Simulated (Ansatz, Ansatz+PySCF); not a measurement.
```yaml
atoms:
  - { symbol: Be, position_ang: [0.0000, 0.0000, -1.2492] }
  - { symbol: O, position_ang: [0.0000, 0.0000, 0.6246] }
```

Basis set: STO-3G (spherical functions). Left uncorrelated: 1 orbital. Charge 0, multiplicity 1.

Computed with Ansatz (development build ahead of 0.2.0); each method stands on the lowest determinant of its kind that the runs found. Restricted open shells among the atoms or ions are ROHF, correlated in semicanonical orbitals with singles. Restricted functionals stand beside restricted open-shell atoms, which can lie above the unrestricted atoms usual in DFT and then raise those values.

The atomization energy at this shape (free ground-state atoms in the same class of orbitals less the molecule, no zero-point energy) of singlet BeO:

| method | atomization energy |
| --- | --- |
| PBE0 (unrestricted) | 2.48 eV |
| PBE0 (restricted) | 0.84 eV |
| RHF-CCSD(T) | 0.37 eV |
| RHF-MP2 | -1.62 eV |
| RHF | -2.91 eV |
| UHF | 0.49 eV |

**Question.** What does UHF-MP2 give?

**Answer.** 1.05 eV. Caution: another spin multiplicity may lie lower; the shape is not the minimum. Caution for PBE0 (unrestricted), UHF-MP2, UHF: the unrestricted determinant is a mixture of spin states. Caution for PBE0 (restricted), RHF-CCSD(T), RHF-MP2, RHF: an unrestricted determinant lies well below. Caution for RHF-CCSD(T), UHF-MP2, RHF-MP2: large share of triples, a single reference is doubtful. Caution for RHF-CCSD(T), RHF-MP2: the program doubts this total. Caution for RHF-CCSD(T): the program finds a lower state of this spin. Caution for UHF-MP2: a plain start can end on a higher determinant. Caution for RHF-MP2, RHF: the molecule lies well above its atoms at this level. Caution for UHF: a free atom is spin contaminated.

This basis has no polarisation functions and is too small for such energies, which can lie far from measured ones in either direction.
